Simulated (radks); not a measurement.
Question: These are the eigenvalues of the occupied orbitals of an atom or ion with whole-number occupations (hartree). Calculated with a radial shooting solver on a logarithmic mesh with Libxc functionals: non-relativistic Kohn-Sham, LB94 model potential, spin-polarised, spherical densities, point nucleus.

1s: -1966.282
2s: -409.6320
2p: -396.9451
3s: -161.0498
3p: -156.0969

Which element is it, and in what charge state? The configuration may be excited. Open shells, if any, are filled with parallel spins first.

Answer: Z = 66, dysprosium, charge +48: Dy48+ in [Ar]. The list shows which subshells hold electrons but not how many an open one holds; the 1s level, -1966.3 hartree, gives Z - s = 62.7 by -(Z - s)^2/2, which with screening narrows Z to a few neighbours, and the depths of the outer levels then fix element, charge and occupations together.
